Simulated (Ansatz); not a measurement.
Name a neutral molecule of C, N, S, Si and H with HOMO energy (PBE0/def2-TZVPP) between -6.50 and -6.20 eV and size of the dipole moment (ωB97M-V/def2-TZVPP) between 1.90 and 2.20 D (Ansatz, PBE0-D4/def2-TZVP geometry).

`C=C(N)S[SiH3]` (-6.36 eV, 1.99 D); `C[SiH](N)CS` (-6.48 eV, 2.19 D). Other molecules can fit too; these were computed, each in one conformer that needn't be the lowest.
